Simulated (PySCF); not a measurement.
Gas-phase reaction: Mg + H ⇌ MgH

Method: PySCF energies plus ideal-gas RRHO corrections (1 bar). 'Table' is the NASA 1993 thermochemical table (part measured, part estimated). After a fit of one offset per element over all species, the range-separated, M06-2X, PBE0/def2-QZVP and CCSD(T)/def2-TZVPP enthalpies, where run, lie to one side of the table for MgH (+41 kJ/mol): a fault of the table's entry, another state or a shared error of the levels is possible; this was not checked at source. † marks an energy on the PBE0/def2-TZVP geometry and frequencies; other levels use their own. MP2 freezes the core. 6-31G* has spherical d functions here. Open shells (unrestricted): H (multiplicity 2), MgH (multiplicity 2); the rest are closed-shell singlets. B3LYP is the form with VWN-RPA correlation. For Mg the outer core is correlated in a valence basis, which is rough. For this reaction the table lies outside the span of B3LYP, CCSD(T), M06-2X, MP2, PBE0, r2SCAN, ωB97M-V, ωB97X-V in their largest bases here; which side is off was not settled. MP2 isn't extrapolated to the basis-set limit; its ΔH°(298 K) is -117.6 kJ in def2-SVP and -121.7 kJ in def2-TZVPP. The harmonic model lacks anharmonicity and excited electronic states, which grow with temperature; levels with a mode under 35 cm⁻¹ are left out. The table's entry may be an old estimate for MgH (not checked at source).

| level | ΔH°(298 K), kJ | minus table | ΔG°(1200 K), kJ |
|---|---|---|---|
| table | -196.1 | - | -104.4 |
| B3LYP/def2-TZVP† | -133.3 | 62.8 | -41.3 |
| HF/6-31G* | -104.9 | 91.2 | -12.8 |
| MP2/def2-SVP† | -117.6 | 78.5 | -25.5 |
| MP2/def2-TZVPP† | -121.7 | 74.4 | -29.6 |
| PBE/def2-SVP | -129.2 | 66.9 | -37.6 |
| PBE0/def2-QZVP† | -132.7 | 63.4 | -40.6 |
| LDA/def2-TZVP† | -147.5 | 48.6 | -55.5 |
